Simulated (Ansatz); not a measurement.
Sn(vinyl)H3 (C₂H₆Sn). The state is a singlet with charge 0. Geometry PBE0-D4/def2-TZVP; atoms count from 1.

```xyz
9

C     0.742   -0.373    0.205
C     0.326   -1.625    0.062
Sn   -0.523    1.301   -0.124
H     1.774   -0.196    0.502
H    -0.692   -1.870   -0.232
H     0.985   -2.473    0.234
H    -2.056    0.705   -0.582
H     0.108    2.296   -1.362
H    -0.663    2.236    1.299
```

In the def2 sets Sn takes a core potential; there is no spin–orbit coupling. Another isomer (singlet) lies 1.20 eV lower at PBE0-D4/def2-TZVP; other spin states weren't run for this one.

Estimate the Mulliken populations from the PBE0/def2-TZVP orbitals of Ansatz.


```
atom  charge (e)
  C1       -0.37
  C2       -0.26
 Sn3        0.43
  H4        0.13
  H5        0.13
  H6        0.13
  H7       -0.06
  H8       -0.06
  H9       -0.06
```
Mulliken values depend strongly on the basis.

And the Mayer bond orders between heavy atoms (over 0.3)?

C1–C2 1.97 (1.33 Å); C1–Sn3 0.89 (2.12 Å).
